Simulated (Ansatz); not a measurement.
Total energies of GaH2(SiH3) (GaSiH₅) from Ansatz at PBE-D4/def2-TZVP, gas phase (1 Eh = 27.2114 eV = 2625.5 kJ/mol). The reference geometry is relaxed at B3LYP-D4/def2-TZVP.

```xyz
7

Ga   -1.0184    0.3059    0.8833
H    -2.2520   -0.6572    1.0621
H    -0.9745    1.6149    1.7581
Si    0.7603   -0.2209   -0.6779
H     1.4157    1.0013   -1.2081
H     0.2668   -1.0170   -1.8300
H     1.8022   -1.0270    0.0125
```

```
                 state   geometry  energy (Eh)
      charge 0 singlet  reference  -2216.87778
      charge 1 doublet  reference  -2216.52578
free Ga atom (doublet)          –  -1924.51515
 free H atom (doublet)          –     -0.49962
free Si atom (triplet)          –   -289.22285
```

Q: Work out the vertical ionisation energy to the doublet.

A: E(charge 1 doublet) − E(charge 0 singlet) = -2216.52578 − (-2216.87778) = 0.35200 Eh = 9.58 eV. For comparison, −ε of the highest occupied level is 6.57 eV at this level, 3.01 eV less.

Q: What is the binding energy per atom against free atoms?

A: Atoms: 1 × (-1924.51515) + 5 × (-0.49962) + 1 × (-289.22285) = -2216.23610 Eh. Binding: -2216.23610 − (-2216.87778) = 0.64168 Eh = 17.46 eV, or 2.49 eV for each of 7 atoms (no zero-point energy, no counterpoise term).
